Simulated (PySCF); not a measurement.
Input of a run (PBE0-D3(BJ)/def2-SVP geometry optimisation, gas phase (PySCF 2.14.0)), started from a GFN2-xTB structure with every atom displaced at random (by about 0.01 Å):
```
{"job": {"xc": "PBE0", "basis": "def2-SVP", "d3": "d3bj", "grid": 1, "shake": 0.01, "kind": "geom"}, "charge": 0, "multiplicity": 1}
C     -1.814720     0.186420     0.312270
C     -0.632410     0.193470    -0.620670
Si     0.972560    -0.055600     0.323300
O      0.921460    -1.483940     1.069760
Se     2.794460    -0.177370    -1.120900
H     -2.759640     0.337320    -0.262250
H     -1.884370    -0.721140     0.864870
H     -1.748040     1.035370     1.015800
H     -0.748620    -0.594840    -1.334230
H     -0.589810     1.132220    -1.167090
H      1.288760     1.007100     1.297760
H      1.662970    -1.980050     1.352850
H      2.543230     1.104160    -1.741790
```

Output (energies in Eh, forces in Eh/bohr):
```
step   0  E = -2846.29227571  max force = 0.031564
step   1  E = -2846.29846468  max force = 0.009725
step   2  E = -2846.29962782  max force = 0.003041
step   3  E = -2846.30005920  max force = 0.002206
step   4  E = -2846.30033309  max force = 0.003168
step   5  E = -2846.30062946  max force = 0.003065
step   6  E = -2846.30081220  max force = 0.002272
step   7  E = -2846.30100507  max force = 0.002359
step   8  E = -2846.30112144  max force = 0.001657
step   9  E = -2846.30125443  max force = 0.001796
step  10  E = -2846.30140254  max force = 0.001675
step  11  E = -2846.30152889  max force = 0.001608
step  12  E = -2846.30160105  max force = 0.001229
step  13  E = -2846.30164738  max force = 0.000474
step  14  E = -2846.30164278  max force = 0.000705
step  15  E = -2846.30164638  max force = 0.000767
step  16  E = -2846.30164892  max force = 0.000432
optimisation converged
```

Problem. Summarise the run.

Solution. The energy falls by 24.6 kJ/mol over 17 energy and gradient evaluations, the largest force component goes from 0.0316 to 4.3e-04 Eh/bohr, and the atoms move by 0.425 Å rms after alignment. The bond that changes most is Si3–O4 (oxygen-bound silicon to silanol oxygen), which lengthens by 0.055 Å. Bonds longer at the end by more than 0.005 Å: 8 of 12; shorter: 3. Among the angles that change most is Si3–O4–H12, from 125.8° to 116.3°. Among the dihedrals that turn most is H11–Si3–Se5–H13, from -69° to 14°. The energy rose by more than 1e-6 Eh at step 14. The first step brought 66 % of the lowering.

Problem. What are the final bond lengths?

Solution. C1–C2 1.527 Å, C2–Si3 1.866 Å, Si3–O4 1.667 Å, Si3–Se5 2.295 Å, C1–H6 1.101 Å, C1–H7 1.100 Å, C1–H8 1.102 Å, C2–H9 1.104 Å, C2–H10 1.104 Å, Si3–H11 1.496 Å, O4–H12 0.962 Å, Se5–H13 1.469 Å. Numbering counts from 1 in the input's order; the species is `CC[Si@@H](O)[SeH]`.

The run used 132 basis functions and 114 SCF cycles in all. Hardware: Arm Neoverse V1, one thread, on a shared host. Cost: 2.4 min wall, 0.51 GiB resident at most.

No PBE0-D3(BJ)/def2-SVP frequencies stand behind this structure, so it isn't proved a minimum. The numbers are those of one conformer.
